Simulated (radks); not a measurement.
Spherical quantum dot in the effective-mass picture: electrons in a hard-walled sphere of radius 8.34, with a point charge +1 (a donor) at the centre, all in effective atomic units (hartree* = m*/eps^2 hartree, bohr* = eps/m* bohr), one dielectric constant everywhere. Calculated with a radial shooting solver with Libxc functionals: non-relativistic Kohn-Sham, LDA (Slater exchange, Perdew-Wang correlation), spin-polarised, spherical densities. Levels are named by radial order and angular momentum (1s, 1p, 1d, 2s, ...), and open shells are averaged over m. Each electron was tried in the lowest free levels, single moves between levels near the top were tried too, and the lowest total energy was kept; such a search can miss a lower state. At N = 1 the Hartree and exchange-correlation terms need not cancel, so that row can carry a self-interaction error.

| N | open shells | 2S | E (hartree*) | addition energy mu(N+1) - mu(N) (hartree*) | e(HOMO) (hartree*) | rms radius (bohr*) |
|---|---|---|---|---|---|---|
| 1 | 1s(up 1, down 0) | 1 | -0.478663 | 0.4535 | -0.26876 | 1.834 |
| 2 | none | 0 | -0.503827 | 0.3275 | 0.087956 | 2.790 |
| 3 | 1p(up 1, down 0) | 1 | -0.201454 | 0.1366 | 0.36854 | 3.960 |
| 4 | 1p(up 2, down 0) | 2 | 0.237498 | 0.1431 | 0.51012 | 4.499 |
| 5 | 1p(up 3, down 0) | 3 | 0.819518 | 0.1715 | 0.65406 | 4.836 |
| 6 | 1p(up 3, down 0) 2s(up 1, down 0) | 4 | 1.57308 | 0.1530 | 0.82383 | 5.067 |
| 7 | 1p(up 3, down 2) | 1 | 2.47964 | 0.1319 | 0.96830 | 5.250 |
| 8 | none | 0 | 3.51810 | 0.1516 | 1.1087 | 5.393 |
| 9 | 2s(up 1, down 0) | 1 | 4.70813 | 0.1989 | 1.2667 | 5.511 |
| 10 | 1d(up 1, down 0) 2s(up 1, down 0) | 2 | 6.09703 | 0.1386 | 1.4581 | 5.619 |
| 11 | 1d(up 2, down 0) 2s(up 1, down 0) | 3 | 7.62448 | 0.1389 | 1.5968 | 5.709 |
| 12 | 1d(up 3, down 0) 2s(up 1, down 0) | 4 | 9.29078 | 0.1390 | 1.7358 | 5.787 |
| 13 | 1d(up 4, down 0) 2s(up 1, down 0) | 5 | 11.0961 | 0.1390 | 1.8748 | 5.855 |
| 14 | 1d(up 5, down 0) 2s(up 1, down 0) | 6 | 13.0403 | 0.1697 | 2.0138 | 5.915 |
| 15 | 1d(up 5, down 1) 2s(up 1, down 0) | 5 | 15.1543 | 0.1363 | 2.1820 | 5.969 |
| 16 | 1d(up 5, down 2) 2s(up 1, down 0) | 4 | 17.4046 | 0.1367 | 2.3186 | 6.018 |
| 17 | 1d(up 5, down 3) 2s(up 1, down 0) | 3 | 19.7916 | 0.1369 | 2.4554 | 6.062 |
| 18 | 1d(up 5, down 4) 2s(up 1, down 0) | 2 | 22.3154 | 0.1370 | 2.5924 | 6.102 |
| 19 | 2s(up 1, down 0) | 1 | 24.9764 | 0.2170 | 2.7295 | 6.139 |
| 20 | 2s(up 1, down 0) 1f(up 1, down 0) | 2 | 27.8543 | 0.1358 | 2.9459 | 6.177 |
| 21 | 2s(up 1, down 0) 1f(up 2, down 0) | 3 | 30.8681 | 0.1359 | 3.0817 | 6.211 |
| 22 | 2s(up 1, down 0) 1f(up 3, down 0) | 4 | 34.0178 | 0.1359 | 3.2176 | 6.243 |
| 23 | 2s(up 1, down 0) 1f(up 4, down 0) | 5 | 37.3033 | 0.1359 | 3.3535 | 6.273 |
| 24 | 2s(up 1, down 0) 1f(up 5, down 0) | 6 | 40.7248 | - | 3.4894 | 6.301 |

All shells are closed at N = 2, 8 (there: 1s2 1p6); the second difference of the energy has clear peaks (12 % above both neighbours; the first and last values, which can be the largest, are not judged, and half-filled shells can peak too) at N = 5, 9, 14, 19.
